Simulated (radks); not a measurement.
Values are calculated unless marked as measured or tabulated.
Q: The mean radii <r> (bohr) of the occupied orbitals of an atom or ion are listed with their occupations. Code: a radial shooting solver on a logarithmic mesh with Libxc functionals. Model: scalar-relativistic Kohn-Sham, r2SCAN, spin-polarised, spherical densities, finite nucleus; meta-GGA in the generalised Kohn-Sham scheme; Fermi nuclear charge, rms radius of each element as measured or else 0.836 A^(1/3) + 0.57 fm.

| orbital | occ. | <r> |
|---|---|---|
| 1s down | 1 | 0.03429 |
| 1s up | 1 | 0.03429 |
| 2s up | 1 | 0.1495 |
| 2s down | 1 | 0.1495 |
| 2p up | 3 | 0.1304 |
| 2p down | 3 | 0.1304 |
| 3s up | 1 | 0.4143 |
| 3s down | 1 | 0.4144 |
| 3p up | 3 | 0.4157 |
| 3p down | 3 | 0.4157 |
| 3d up | 5 | 0.3991 |
| 3d down | 5 | 0.3990 |
| 4s up | 1 | 1.066 |
| 4s down | 1 | 1.056 |
| 4p up | 3 | 1.181 |
| 4p down | 3 | 1.168 |
| 4d up | 5 | 1.682 |
| 5s up | 1 | 3.135 |
| 5s down | 1 | 3.655 |

Name the element and its charge. Open shells, if any, are filled with parallel spins first.

A: Z = 43, technetium, charge 0: Tc in [Kr] 4d5 5s2. The 1s radius gives Z: for a bare nucleus <r> = (2 gamma + 1)/(2Z) with gamma = sqrt(1 - (Z/c)^2), 0.03371 bohr for Z = 43, and screening makes it slightly larger (0.03429 here). The occupations add up to 43, and the charge is Z minus that.
